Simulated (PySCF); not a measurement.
Zn(I)(NH2) (H2INZn), SMILES [NH2][Zn][I].

Geometry: B3LYP-D3(BJ)/def2-SVP. The def2 effective core potentials stand for the cores of I; spin–orbit coupling is left out. The values are those of a single conformer.

All values below come from B3LYP-D3(BJ)/def2-SVP (PySCF 2.14.0).

Frequencies are harmonic and unscaled.

| mode | ν (cm⁻¹) | IR (km/mol) | Raman (Å⁴/amu) | depolarisation | moving atoms (share of kinetic energy) |
|---|---|---|---|---|---|
| 1 | 105 | 0.6 | 0.3 | 0.75 | Zn 38 %, N 32 %, H 26 % |
| 2 | 109 | 6.5 | 0.7 | 0.60 | N 42 %, Zn 41 %, H 12 % |
| 3 | 234 | 8.9 | 11.4 | 0.26 | Zn 45 %, I 39 %, N 15 % |
| 4 | 457 | 149.1 | 25.2 | 0.08 | H 71 %, N 27 % |
| 5 | 667 | 40.7 | 18.4 | 0.31 | N 58 %, Zn 22 %, H 20 % |
| 6 | 755 | 18.1 | 2.3 | 0.75 | H 89 %, N 10 % |
| 7 | 1534 | 6.1 | 4.1 | 0.73 | H 91 %, N 9 % |
| 8 | 3501 | 5.5 | 231.9 | 0.12 | H 96 % |
| 9 | 3586 | 6.6 | 125.8 | 0.75 | H 92 %, N 8 % |
